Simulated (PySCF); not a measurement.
Geometry:
```csv
atom,x (Å),y (Å),z (Å)
C1,-2.024,-1.317,0.365
C2,-1.714,-0.362,-0.784
C3,-2.176,1.063,-0.492
Ga4,0.194,-0.429,-1.332
F5,1.097,-1.795,-0.561
S6,1.398,1.201,0.189
C7,1.213,0.257,1.720
C8,3.045,0.648,-0.311
H9,-3.105,-1.332,0.595
H10,-1.505,-1.022,1.292
H11,-1.712,-2.348,0.142
H12,-2.259,-0.716,-1.680
H13,-1.993,1.746,-1.337
H14,-1.655,1.489,0.384
H15,-3.257,1.102,-0.267
H16,0.845,-0.013,-2.706
H17,1.995,0.556,2.432
H18,0.228,0.504,2.137
H19,1.269,-0.814,1.481
H20,3.238,1.071,-1.305
H21,3.046,-0.450,-0.367
H22,3.795,1.019,0.402
```

Geometry: PBE0-D3(BJ)/def2-SVP; GIAO shifts from PySCF, gas phase, non-relativistic, averaged over equivalent atoms.

At KT3/pcSseg-1 (237 basis functions, 110 s wall time on 1 thread of an Arm Neoverse N1, shared host):
```json
{"atoms": "C8", "δ (ppm)": "23.0"}
{"atoms": "C1", "δ (ppm)": "22.7"}
{"atoms": "C3", "δ (ppm)": "22.4"}
{"atoms": "C7", "δ (ppm)": "21.3"}
{"atoms": "C2", "δ (ppm)": "21.3"}
{"atoms": "Ga4", "δ (ppm)": "219.7"}
{"atoms": "F5", "δ (ppm)": "-234.3"}
{"atoms": "S6", "δ (ppm)": "-50.9"}
{"atoms": "H16", "δ (ppm)": "4.53"}
{"atoms": "H17/H18/H19", "δ (ppm)": "2.38"}
{"atoms": "H20/H21/H22", "δ (ppm)": "2.31"}
{"atoms": "H9/H10/H11", "δ (ppm)": "1.21"}
{"atoms": "H13/H14/H15", "δ (ppm)": "1.10"}
{"atoms": "H12", "δ (ppm)": "0.91"}
```

δ = σ(ref) − σ, references computed at the same level: TMS for ¹³C (182.31 ppm), ¹H (31.32 ppm); ⁷¹Ga (1701.91 ppm) against GaH4-; ¹⁹F (149.45 ppm) vs CFCl3; ³³S (516.28 ppm) against CS2.

Predict the values at PBE0/pcSseg-1 on the same geometry.

Answers


```csv
atoms,δ at PBE0/pcSseg-1,change
C8,22.1,-0.9
C1,21.7,-1.0
C3,21.6,-0.8
C7,20.4,-0.9
C2,16.6,-4.7
Ga4,240.7,+21.0
F5,-223.9,+10.4
S6,-85.7,-34.8
H16,4.59,+0.06
H17/H18/H19,2.36,-0.02
H20/H21/H22,2.31,+0.00
H9/H10/H11,1.17,-0.04
H13/H14/H15,1.05,-0.05
H12,0.75,-0.16
```

References, each an isolated molecule treated in the same way: TMS for ¹³C (σref 184.41), ¹H (σref 31.27); GaH4- for ⁷¹Ga (σref 1710.18); CFCl3 for ¹⁹F (σref 177.25); CS2 for ³³S (σref 495.66).

The largest change is at S6 (sulfur bonded to 2 C, Ga). Cost: 237 basis functions, 90 s wall time on 1 thread of an Arm Neoverse N1, shared host. The order of the carbon signals is the same at both levels.

Relativistic effects, spin–orbit coupling among them, are left out; they matter for Ga and for the light atoms bonded to it. Unscaled 19F shifts against computed CFCl3 carry errors that often reach 10 to 50 ppm.
